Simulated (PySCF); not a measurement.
Successive ionisation energies of one element at GMP2 (screened spin-orbit), starting from the ion with 34 electrons. Calculated with PySCF 2.14, two-component X2C-1e (Gaussian nucleus, no Breit or QED terms), each ion in its own even-tempered basis; GMP2 freezes the deep shells of the larger ions and drops the highest virtual spinors; eV.

2020.0, 2076.0, 2234.6, 2296.2, 2437.2, 2498.7, 4213.9, 4338.5, 4470.6, 4611.3, 4746.5, 4879.1

Q: Which element is it?

A: Rhenium (Re, Z = 75); the list starts at Re(41+). The hydrogenic estimate 13.606 eV × (q + 1)²/n² with q = 41 and n = 4 gives 1500.0 eV for the first entry, a lower bound because the other electrons screen the nucleus only in part.
